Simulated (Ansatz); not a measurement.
A first, cheap relaxation of C₄H₆Si, SMILES `C=C1C=C[SiH2]1`.

```yaml
crystal:
  periodic: [false, false, false]
  atoms:
    - {symbol: C, position_ang: [1.792300, 0.191800, 0.726500]}
    - {symbol: C, position_ang: [0.493200, 0.051800, 0.267200]}
    - {symbol: C, position_ang: [-0.775500, -0.287400, 0.956000]}
    - {symbol: C, position_ang: [-1.533500, -0.300000, -0.080700]}
    - {symbol: Si, position_ang: [-0.364300, 0.111000, -1.395800]}
    - {symbol: H, position_ang: [1.970100, 0.147500, 1.769200]}
    - {symbol: H, position_ang: [2.577600, 0.494000, 0.040000]}
    - {symbol: H, position_ang: [-0.870300, -0.455500, 2.028100]}
    - {symbol: H, position_ang: [-2.669200, -0.496500, -0.083700]}
    - {symbol: H, position_ang: [-0.027700, -0.993700, -2.277200]}
    - {symbol: H, position_ang: [-0.527200, 1.480000, -1.928800]}
basis:
  gaussian: {orbitals: def2-SVP}
hamiltonian: {xc: pbe, dispersion: d4}
relax: {f_tol: 0.03, max_steps: 200}
```

```sh
$ ansatz run in.yaml --threads 4 --pin off --events-out ev --progress --plain --max-ram 10444MiB
```

Output, abridged:

```
Functional definition: PBE
mean field -12105.22342121 eV, -444.8587555145 hartree, gradient 6.5e-5 eV, S^2 0.000000; 0 other end points of the search recorded, 0 dependent functions left out
relax step   1: F+E_penalty+E_count = -12105.48188479 eV  Δ(F+E_penalty+E_count) = +0.000e0 eV  max|allowed force component| = 8.112e0 eV/Å  Δτ_max = 0.0000 Å  (30 SCF iters, accepted)
mean field -12105.90924713 eV, -444.8839591520 hartree, gradient 1.7e-5 eV, S^2 0.000000; 0 other end points of the search recorded, 0 dependent functions left out
relax step   2: F+E_penalty+E_count = -12106.16391641 eV  Δ(F+E_penalty+E_count) = -6.820e-1 eV  max|allowed force component| = 2.840e0 eV/Å  Δτ_max = 0.1225 Å  (31 SCF iters, accepted)
mean field -12105.93823516 eV, -444.8850244426 hartree, gradient 1.0e-5 eV, S^2 0.000000; 0 other end points of the search recorded, 0 dependent functions left out
relax step   3: F+E_penalty+E_count = -12106.18908467 eV  Δ(F+E_penalty+E_count) = -2.517e-2 eV  max|allowed force component| = 1.390e0 eV/Å  Δτ_max = 0.1764 Å  (31 SCF iters, accepted)
mean field -12105.99238619 eV, -444.8870144561 hartree, gradient 2.3e-5 eV, S^2 0.000000; 0 other end points of the search recorded, 0 dependent functions left out
relax step   4: F+E_penalty+E_count = -12106.24424819 eV  Δ(F+E_penalty+E_count) = -5.516e-2 eV  max|allowed force component| = 7.576e-1 eV/Å  Δτ_max = 0.0741 Å  (31 SCF iters, accepted)
mean field -12105.87394077 eV, -444.8826616673 hartree, gradient 8.8e-6 eV, S^2 0.000000; 0 other end points of the search recorded, 0 dependent functions left out
relax step   5: F+E_penalty+E_count = -12106.12385405 eV  Δ(F+E_penalty+E_count) = +1.204e-1 eV  max|allowed force component| = 1.662e0 eV/Å  Δτ_max = 0.1690 Å  (37 SCF iters, rejected (line search))
mean field -12106.07621493 eV, -444.8900951057 hartree, gradient 2.4e-5 eV, S^2 0.000000; 0 other end points of the search recorded, 0 dependent functions left out
relax step   6: F+E_penalty+E_count = -12106.32818574 eV  Δ(F+E_penalty+E_count) = -8.394e-2 eV  max|allowed force component| = 4.085e-1 eV/Å  Δτ_max = 0.0845 Å  (31 SCF iters, accepted)
mean field -12106.08864754 eV, -444.8905519955 hartree, gradient 2.4e-5 eV, S^2 0.000000; 0 other end points of the search recorded, 0 dependent functions left out
relax step   7: F+E_penalty+E_count = -12106.33999836 eV  Δ(F+E_penalty+E_count) = -1.181e-2 eV  max|allowed force component| = 1.204e-1 eV/Å  Δτ_max = 0.0473 Å  (31 SCF iters, accepted)
mean field -12106.09101801 eV, -444.8906391088 hartree, gradient 2.4e-5 eV, S^2 0.000000; 0 other end points of the search recorded, 0 dependent functions left out
relax step   8: F+E_penalty+E_count = -12106.34281371 eV  Δ(F+E_penalty+E_count) = -2.815e-3 eV  max|allowed force component| = 4.835e-2 eV/Å  Δτ_max = 0.0286 Å  (31 SCF iters, accepted)
mean field -12106.09132113 eV, -444.8906502481 hartree, gradient 2.4e-5 eV, S^2 0.000000; 0 other end points of the search recorded, 0 dependent functions left out
relax step   9: F+E_penalty+E_count = -12106.34299368 eV  Δ(F+E_penalty+E_count) = -1.800e-4 eV  max|allowed force component| = 1.151e-2 eV/Å  Δτ_max = 0.0082 Å  (33 SCF iters, accepted)
mean field -12106.09132113 eV, -444.8906502481 hartree, gradient 2.6e-5 eV, S^2 0.000000; 1 other end points of the search recorded, 0 dependent functions left out
Total energy: -12106.34302897 eV, -444.8999003406 hartree
Atom 0 at     1.801227     0.230421     0.777053 Å, force    -0.011505    -0.001175     0.001168 eV/Å
Atom 1 at     0.568218     0.068021     0.256389 Å, force     0.001649    -0.002694    -0.009397 eV/Å
Atom 2 at    -0.713649    -0.272132     0.910225 Å, force    -0.002511     0.011107     0.008831 eV/Å
Atom 3 at    -1.670581    -0.318410    -0.071564 Å, force    -0.002485    -0.003258    -0.005416 eV/Å
Atom 4 at    -0.395747     0.115398    -1.391102 Å, force     0.004972    -0.003786     0.000987 eV/Å
Atom 5 at     1.987681     0.114959     1.859750 Å, force     0.001340    -0.004571     0.002241 eV/Å
Atom 6 at     2.669428     0.483242     0.148247 Å, force     0.000471     0.006058    -0.003032 eV/Å
Atom 7 at    -0.850261    -0.450619     1.996205 Å, force     0.003659    -0.004286     0.006207 eV/Å
Atom 8 at    -2.738969    -0.543676     0.054639 Å, force     0.003712     0.002503    -0.000493 eV/Å
Atom 9 at    -0.065608    -0.927701    -2.427557 Å, force    -0.000613    -0.001092    -0.001852 eV/Å
Atom 10 at    -0.526238     1.443495    -2.091484 Å, force     0.001311     0.001195     0.000756 eV/Å
Dipole moment:    -0.037294    -0.018482     0.080325 e Å
```

Hardware: 4 threads of an Arm Neoverse V1 on a shared host. Wall time 10 s, peak host memory 0.14 GiB.
